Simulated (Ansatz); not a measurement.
Total energies of BFH$_{2}$OSi (`F[SiH]1BO1`).

```xyz
6

F    -1.490    0.926    1.077
Si   -0.096    0.653    0.359
B     0.467   -1.065   -0.172
O    -0.259   -0.326   -1.044
H     0.473    1.977    0.044
H     0.905   -2.166   -0.264
```

The species carries charge 0 and has multiplicity 1. All single points use the PBE0-D4/def2-TZVP geometry. Basis def2-TZVPP, the Gaussian-basis code of Ansatz.

RPA on PBE orbitals: Hartree–Fock energy of these orbitals -489.20888 Eh, correlation -1.09613 Eh (frozen core).

| functional | energy without D4 (Eh) | D4 term (kJ/mol) |
| --- | --- | --- |
| LDA (SPW92) | -488.17357 | – |
| PBE | -490.42182 | -9.6 |
| revPBE | -490.65752 | -30.0 |
| BLYP | -490.75865 | -21.6 |
| r2SCAN | -490.66741 | -2.1 |
| B97M-V | -490.66568 | – |
| r2SCAN0 | -490.63498 | -2.5 |
| HSE06 (plane-wave form) | -490.43588 | -7.4 |
| BHLYP | -490.70347 | -12.1 |
| CAM-B3LYP | -490.73265 | -8.1 |
| ωB97X-V | -490.67460 | – |
| ωB97M-V | -490.71350 | – |
| B2PLYP | -490.54502 | – |
| PBE-QIDH | -490.34047 | – |

Q: Give the same for PBE0, B3LYP, r2SCANh, LC-ωPBE. (An estimate is asked.)

A: The calculation gave: 
| functional | energy without D4 (Eh) | D4 term (kJ/mol) |
| --- | --- | --- |
| PBE0 | -490.45138 | -8.0 |
| B3LYP | -490.81256 | -15.7 |
| r2SCANh | -490.65404 | -2.3 |
| LC-ωPBE | -490.56975 | – |

B3LYP takes the VWN-RPA correlation (the form of Gaussian; ORCA's B3LYP/G). HSE06 is the plane-wave form, built on full-range PBE exchange. The double hybrids freeze the cores in their second-order part.

LC-ωPBE has ω = 0.4 bohr⁻¹.
